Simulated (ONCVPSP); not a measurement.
**Zr, ONCV: configuration errors across variants**

- Element: Zr (Z = 40)
- Generator: ONCVPSP 4.0.1
- Type: optimised norm-conserving Vanderbilt (ONCV)
- Functional: PBE
- Relativity: scalar-relativistic
- Frozen core: [Ar] 3d10
- Valence charge: 12
- Reference configuration: 4s2 4p6 4d3 5s1
- Partial waves: 4s+5s: rc 2.25 bohr, ncon 5, nbas 9, qcut 5.7 1/bohr, 2 projectors; 4p: rc 1.55 bohr, ncon 4, nbas 7, qcut 6.4 1/bohr, 2 projectors, debl 3.1 Ha; 4d: rc 2.90 bohr, ncon 3, nbas 8, qcut 4.7 1/bohr, 2 projectors, debl 3.2 Ha
- Local potential: polynomial inside 1.40 bohr (lpopt 5, dvloc0 0 Ha)
- Core correction: Teter function fitted to the true core (icmod 2), fcfact 0.6

All-electron excitation energies from the reference (eV): (1) 4s2 4p6 4d2 5s2 -1.195; (2) 4s2 4p6 4d2 5s1 5.942; (3) 4s2 4p6 4d2 5s0 18.883; (4) 4s2 4p6 4d3 5s0 6.326.

Errors AE − PS in meV (a dash: test not solved or not reliable):

| change | (1) | (2) | (3) | (4) | bound ghosts | GHOST(+) flags above zero |
| --- | --- | --- | --- | --- | --- | --- |
| base | +21 | +12 | -5.6 | -1.1 | none | s |
| all radii but the core radius scaled by about 0.77 (s 1.74, p 1.20, d 2.24 bohr); local potential polynomial inside 1.08 bohr (lpopt 5, dvloc0 0 Ha) | +5.4 | +2.1 | -3.2 | -0.8 | none | s |
| all radii but the core radius scaled by about 0.85 (s 1.90, p 1.32, d 2.46 bohr); local potential polynomial inside 1.18 bohr (lpopt 5, dvloc0 0 Ha) | +9.8 | +5.1 | -3.2 | -0.6 | none | s |
| all radii but the core radius scaled by about 0.91 (s 2.06, p 1.42, d 2.64 bohr); local potential polynomial inside 1.28 bohr (lpopt 5, dvloc0 0 Ha) | +14 | +7.4 | -4.3 | -3.5 | none | s |
| all radii but the core radius scaled by about 0.97 (s 2.18, p 1.50, d 2.80 bohr); local potential polynomial inside 1.36 bohr (lpopt 5, dvloc0 0 Ha) | +18 | +10 | -5.2 | -0.9 | none | s |
| all radii but the core radius scaled by about 1.05 (s 2.36, p 1.62, d 3.04 bohr); local potential polynomial inside 1.46 bohr (lpopt 5, dvloc0 0 Ha) | +25 | +15 | -6.5 | -1.4 | none | none |
| all radii but the core radius scaled by about 1.11 (s 2.50, p 1.72, d 3.22 bohr); local potential polynomial inside 1.56 bohr (lpopt 5, dvloc0 0 Ha) | +30 | +19 | -7.3 | -1.9 | none | none |
| all radii but the core radius scaled by about 1.24 (s 2.80, p 1.92, d 3.60 bohr); local potential polynomial inside 1.74 bohr (lpopt 5, dvloc0 0 Ha) | +22 | -53 | -236 | -27 | none | none |
| all radii but the core radius scaled by about 1.32 (s 2.98, p 2.04, d 3.84 bohr); local potential polynomial inside 1.84 bohr (lpopt 5, dvloc0 0 Ha) | +31 | -56 | -269 | -39 | none | d |

Problem. Give the same row for: all radii but the core radius scaled by about 1.20 (s 2.70, p 1.86, d 3.48 bohr); local potential polynomial inside 1.68 bohr (lpopt 5, dvloc0 0 Ha).

Solution. +39, +24, -10.0, -2.9; bound ghosts: none; GHOST(+) flags above zero: d.
